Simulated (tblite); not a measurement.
C4H4F2O2 (charge +1 and doublet state).
Structure used (GFN2-xTB), in Å, numbered top down from 1:
```xyz
12
C4H4F2O2 angstrom
O      1.142    1.728    1.146
C      0.513    0.910    0.626
C     -0.899    0.654    0.262
C     -0.889   -0.649   -0.568
F     -0.671   -0.328   -1.864
O      0.215   -1.369   -0.079
C      1.265   -0.556    0.046
F      2.150   -0.992    0.903
H     -1.311    1.503   -0.300
H     -1.482    0.553    1.187
H     -1.783   -1.281   -0.508
H      1.750   -0.175   -0.876
```

Calculated harmonic vibrations of the isolated species, GFN2-xTB (tblite), most abundant isotopes, no scaling. This tight-binding method is rough: wavenumbers can miss measured ones by several per cent, in bad cases by 10 to 20. One conformer, not necessarily the lowest. Open shells enter through the occupations alone, without spin polarisation, and single modes of such species can be off by tens of per cent.

Harmonic wavenumbers (cm⁻¹): 83.6, 133.4, 225.6, 351.6, 395.9, 416.7, 429.1, 461.2, 553.6, 589.7, 755.4, 834.0, 915.6, 948.1, 969.6, 995.6, 1033.8, 1080.3, 1125.3, 1168.4, 1210.4, 1217.9, 1239.9, 1277.3, 1310.8, 1989.0, 2770.6, 2913.9, 2933.1, 2951.9.

A = 3055, B = 1978, C = 1398 MHz; mass 122.018 u (most abundant isotopes); point group C1, symmetry number 1; spin multiplicity 2.

Task: Zero-point energy?

Result: Half the sum of the wavenumbers: 16641 cm⁻¹ = 199.07 kJ/mol.

Task: Give the ideal-gas entropy at 350 K and 1 bar in the rigid-rotor, harmonic-oscillator model (classical rotation).

Result: Translation 172.10, rotation 119.29, vibration 79.94, spin (R ln 2) 5.76: S = 377.1 J/(mol K).

Task: And Cp and H(350 K) − H(0)?

Result: Cp = 133.05 J/(mol K), of which vibrations give 99.79 (their classical limit is 30 R = 249.4); H(350 K) − H(0) = 27.77 kJ/mol without the zero-point energy, 16.13 from vibrations.

Task: Blend soft modes into free rotors: weight 1/[1 + (100 cm⁻¹/ν̃)⁴] for the oscillator and the rest for a rotor with moment μB/(μ + B), μ = h/(8π²ν), B = 10⁻⁴⁴ kg m². What vibrational entropy results?

Result: 76.89 J/(mol K) in place of 79.94, which changes −T·S at 350 K by +1.07 kJ/mol.

Task: How do the functions run with temperature in this model?

Result: 
```tsv
T (K)	S (J/(mol K))	Cp (J/(mol K))	H − H(0) (kJ/mol)	G − H(0) (kJ/mol)	ln q(vib)
150	294.3	70.3	7.34	-36.80	1.16
250	337.7	102.3	15.97	-68.45	2.54
298.15	357.0	117.5	21.27	-85.18	3.26
400	395.8	146.7	34.77	-123.54	4.87
600	463.7	187.7	68.55	-209.66	8.13
900	547.1	222.6	130.64	-361.78	12.83
```

q(vib) and H(0) count from the zero-point level.

Task: Which modes carry the vibrational entropy at 350 K?

Result: 83.6 cm⁻¹: 17.24; 133.4 cm⁻¹: 13.41; 225.6 cm⁻¹: 9.23; 351.6 cm⁻¹: 5.94; 395.9 cm⁻¹: 5.13; 416.7 cm⁻¹: 4.79 J/(mol K); the other 24 give 24.20 together.

Hindered rotation and anharmonicity are outside this model. Other conformers, if any are populated, would add a mixing term that is left out. The structure is chiral; the term R ln 2 for an equal mix with its mirror image is left out.
